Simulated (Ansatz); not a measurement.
Basis-set extrapolation for BFH2O2Si (PBE0-D4/def2-TZVP geometry, frozen core, Ansatz). Multiplicity 1, RHF reference.

```json
{"": "HF", "def2-TZVPP": "-564.310516", "def2-QZVPP": "-564.332982"}
{"": "MP2 correlation", "def2-TZVPP": "-0.913521", "def2-QZVPP": "-0.991076"}
{"": "CCSD(T) correlation", "def2-TZVPP": "-0.960281", "def2-QZVPP": "not run"}
```

Energies in hartree. Use E(X) = E(∞) + A·exp(−7.88·√X) for Hartree–Fock and E(X) = E(∞) + B·X^(−2.97) for correlation, with X = 3 and 4, and add CCSD(T) minus MP2 of the smaller set to the MP2 limit.

Question: What is the CCSD(T) energy at the basis-set limit?

Answer: HF limit: -564.332982 + (-0.022466) × 0.13774 = -564.33608. MP2 limit: -0.991076 + (-0.077555) × 0.74074 = -1.04852. Higher-order term: -0.960281 − (-0.913521) = -0.04676. Total: -565.43136 hartree, 100.8 kcal/mol below CCSD(T)/def2-TZVPP.
